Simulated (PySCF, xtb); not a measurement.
CAuO, SMILES O=[C+][Au], charge +1, multiplicity 1.

Harmonic wavenumbers (cm⁻¹) from GFN2-xTB in xtb at its own minimum, in rising order: 296, 296, 394, 2317.

Q: What does PBE-D3(BJ)/def2-TZVP run with PySCF 2.14.0 give at its own minimum? (Estimate from the structure and the level; the computed values follow.)

A: 315, 315, 431, 2209. Paired by order, the mean absolute difference is 46 cm⁻¹ and the zero-point energies are 4.7 and 4.7 kcal/mol.
